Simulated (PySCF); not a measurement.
PPb: energy against distance

Set-up: PySCF, scalar-relativistic core potentials, basis sets P cc-pV(D+d)Z, Pb cc-pVDZ-PP with ECP60. Energies in eV from P + Pb in their ground configurations at the same level. State: ²Π (doublet), unpaired electrons π ↑.

All columns are PBE0. A positive dipole means P(−)Pb(+).

| R (Å) | E (eV) | μ (D) | Mulliken charge on P (basis-dependent) | HOMO (eV) | LUMO (eV) | Mayer bond order | ⟨S²⟩ |
| --- | --- | --- | --- | --- | --- | --- | --- |
| 2.100 | -1.276 | 1.60 | -0.26 | -6.05 | -4.46 | 2.25 | 0.75 |
| 2.198 | -1.945 | 1.99 | -0.27 | -6.12 | -4.25 | 2.22 | 0.76 |
| 2.296 | -2.303 | 2.35 | -0.28 | -5.99 | -4.07 | 2.20 | 0.76 |
| 2.369 | -2.423 | 2.60 | -0.28 | -5.82 | -3.95 | 2.18 | 0.77 |
| 2.442 | -2.448 | 2.82 | -0.28 | -5.66 | -3.84 | 2.16 | 0.78 |
| 2.515 | -2.404 | 2.99 | -0.28 | -5.51 | -3.76 | 2.10 | 0.83 |
| 2.613 | -2.280 | 3.07 | -0.27 | -5.34 | -3.67 | 1.93 | 0.99 |
| 2.735 | -2.074 | 3.07 | -0.25 | -5.22 | -3.59 | 1.67 | 1.21 |
| 2.882 | -1.801 | 3.09 | -0.24 | -5.15 | -3.51 | 1.41 | 1.42 |
| 3.077 | -1.434 | 3.18 | -0.22 | -5.13 | -3.46 | 1.16 | 1.62 |

A fit through these points gives, at Re = 2.428 Å, μ = 2.79 D and dμ/dR = 2.84 D/Å; the reduced mass is 26.96 u.

Q: How strong is the fundamental in the double-harmonic approximation, I = 42.26·(dμ/dR)²/μred km/mol?

A: I = 42.26·(2.84)²/26.96 = 12.6 km/mol at PBE0.

⟨S²⟩ of the unrestricted solution departs from its pure value on part of the curve, where spin states mix. Spin–orbit coupling is left out, which matters for elements this heavy, above all for dissociation energies. The state is the lowest determinant that a PBE0 search found; another state may lie lower at other levels.
